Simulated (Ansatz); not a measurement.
Stepwise reaction of `F[SiH](S)S` with water, as a gas-phase model of exchange steps in deposition or etching. ΔE in kJ/mol; ΔG adds harmonic PBE0-D4 terms to CCSD(T)/CBS, at 1 bar.

Gas-phase electronic energies from Ansatz, PBE0-D4/def2-TZVP geometries. CBS: MP2 limit from def2 TZ/QZ plus the TZ coupled-cluster correction, frozen cores. This one scheme is used for every species. DFT in def2-TZVPP. B3LYP here is the variant with VWN-RPA as its local correlation; programs differ in this. Each species was taken in one conformer, which may not be the lowest.

```json
{"step": "1", "reaction": "`F[SiH](S)S` + H₂O → `O[SiH](F)S` + H₂S", "PBE-D4": "-39.8", "B3LYP-D4": "-53.2", "ωB97M-V": "-53.4", "CCSD(T)/CBS": "-49.4", "ΔG(500 K)": "-55.2"}
{"step": "2", "reaction": "`O[SiH](F)S` + H₂O → `O[SiH](O)F` + H₂S", "PBE-D4": "-42.0", "B3LYP-D4": "-56.1", "ωB97M-V": "-56.0", "CCSD(T)/CBS": "-53.5", "ΔG(500 K)": "-60.5"}
```

Q: By hand: ΔE of the 2 steps together at CCSD(T)/CBS.

A: (-49.4) + (-53.5) = -102.9 kJ/mol, or -51.5 kJ/mol a step.

In ΔE the steps differ by no more than 4.1 kJ/mol. All are downhill at CCSD(T)/CBS. ΔG lies between -60.5 and -55.2 kJ/mol a step. PBE-D4 differs from CCSD(T)/CBS by 9.6 to 11.5 kJ/mol a step. Isolated molecules leave out the surface, adducts and barriers. Largest T1 diagnostic: 0.012.
